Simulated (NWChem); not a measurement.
All runs are NWChem calculations. System: F3Y, charge 0, spin multiplicity 1, optimised in this run. The structure started from a generated list of species.

The NWChem input:

```
start mol
memory heap 200 mb stack 900 mb global 1100 mb
geometry units angstroms
  Y     -0.119132     0.324303     0.000000
  F      0.961912    -0.178401     1.457331
  F      0.961912    -0.178401    -1.457331
  F     -1.407584    -1.048510     0.000000
  symmetry group Cs
end
basis spherical
  * library def2-svp
end
ecp
  Y library def2-ecp
end
dft
  xc pbe0
  semidirect memsize 60000000 filesize 0
  iterations 100
  grid fine
  convergence energy 1e-8
end
driver
  maxiter 80
end
task dft optimize
task dft freq numerical
```

The output up to the point where the run's verdict is printed (cleaned and shortened):

```
             Northwest Computational Chemistry Package (NWChem) 7.3.0
             --------------------------------------------------------

                                NWChem Input Module
                                -------------------

 Scaling coordinates for geometry "geometry" by  1.889725989
 (inverse scale =  0.529177249)

 Turning off AUTOSYM since
 SYMMETRY directive was detected!

          ------
          auto-z
          ------
  Looking for out-of-plane bends

                             Geometry "geometry" -> ""
                             -------------------------

 Output coordinates in angstroms (scale by  1.889725989 to convert to a.u.)

  No.       Tag          Charge          X              Y              Z
 ---- ---------------- ---------- -------------- -------------- --------------
    1 Y                   39.0000    -0.11913218     0.32430286     0.00000000
    2 F                    9.0000     0.96191182    -0.17840114     1.45733100
    3 F                    9.0000     0.96191182    -0.17840114    -1.45733100
    4 F                    9.0000    -1.40758418    -1.04851014     0.00000000

 Effective nuclear repulsion energy (a.u.)     340.0689638269

            Nuclear Dipole moment (a.u.)
            ----------------------------
        X                 Y               Z
 ---------------- ---------------- ----------------
     0.0000000000     0.0000000000     0.0000000000

      Symmetry information
      --------------------

 Group name             Cs
 Group number              2
 Group order               2
 No. of unique centers     3

      Symmetry unique atoms

     1    2    4


 Summary of "ao basis" -> "" (spherical)
 ------------------------------------------------------------------------------
       Tag                 Description            Shells   Functions and Types
 ---------------- ------------------------------  ------  ---------------------
 *                          def2-svp                  on all atoms

                           NWChem Geometry Optimization
                           ----------------------------
[...]
           PerdewBurkeErnz. Correlation Functional  1.000 non-local

             Grid Information
             ----------------
          Grid used for XC integration:  fine
          Radial quadrature: Mura-Knowles
          Angular quadrature: Lebedev.
          Tag              B.-S. Rad. Rad. Pts. Rad. Cut. Ang. Pts.
          ---              ---------- --------- --------- ---------
          Y                   1.80      141          10.0       974
          F                   0.50       70           8.0       590
          Grid pruning is: on
          Number of quadrature shells:   281
          Spatial weights used:  Erf1

          Convergence Information
          -----------------------
          Convergence aids based upon iterative change in
          total energy or number of iterations.
          Levelshifting, if invoked, occurs when the
          HOMO/LUMO gap drops below (HL_TOL):  1.00D-02
          DIIS, if invoked, will attempt to extrapolate
          using up to (NFOCK): 10 stored Fock matrices.

                    Damping( 0%)  Levelshifting(0.5)       DIIS
                  --------------- ------------------- ---------------
          dE  on:    start            ASAP                start
          dE off:    2 iters        100 iters           100 iters

      Screening Tolerance Information
      -------------------------------
          Density screening/tol_rho:  1.00D-11
          AO Gaussian exp screening on grid/accAOfunc:  18
          CD Gaussian exp screening on grid/accCDfunc:  20
          XC Gaussian exp screening on grid/accXCfunc:  20
          Schwarz screening/accCoul:  1.00D-09

                            NWChem DFT Gradient Module
                            --------------------------

  charge          =   0.00
  wavefunction    = closed shell

  Using symmetry

                         DFT ENERGY GRADIENTS

    atom               coordinates                        gradient
                 x          y          z           x          y          z
   1 Y       0.115063  -0.313114   0.000000   -0.001151   0.003179   0.000000
   2 F       1.996854   0.078954   3.293656    0.005544   0.000836   0.009511
   3 F       1.996854   0.078954  -3.293656    0.005544   0.000836  -0.009511
   4 F      -3.358346  -1.887606   0.000000   -0.009936  -0.004850   0.000000

                 ----------------------------------------
                 |  Time  |  1-e(secs)   |  2-e(secs)   |
                 ----------------------------------------
                 |  CPU   |       0.02   |       1.19   |
                 ----------------------------------------
                 |  WALL  |       0.02   |       1.19   |
                 ----------------------------------------

  Step       Energy      Delta E   Gmax     Grms     Xrms     Xmax   Walltime
  ---- ---------------- -------- -------- -------- -------- -------- --------
@    2    -337.57871002 -3.8D-03  0.01105  0.00801  0.23171  0.53565     24.6

                                Z-matrix (autoz)
                                --------

 Units are Angstrom for bonds and degrees for angles

      Type          Name      I     J     K     L     M      Value     Gradient
      ----------- --------  ----- ----- ----- ----- ----- ---------- ----------
    1 Stretch                  1     2                       2.01803    0.01104
    2 Stretch                  1     3                       2.01803    0.01104
    3 Stretch                  1     4                       2.01807    0.01105
    4 Bend                     2     1     3               119.46372   -0.00252
    5 Bend                     2     1     4               119.46412   -0.00252
    6 Bend                     3     1     4               119.46412   -0.00252

 !! There are insufficient internal variables: expected     5 got     6
 !! Either AUTOZ failed or your geometry has changed so much that the
 !! coordinates should be regenerated.
```

The program stopped with an error. NWChem stopped with the message: geom_binvr: #indep variables incorrect 500006.
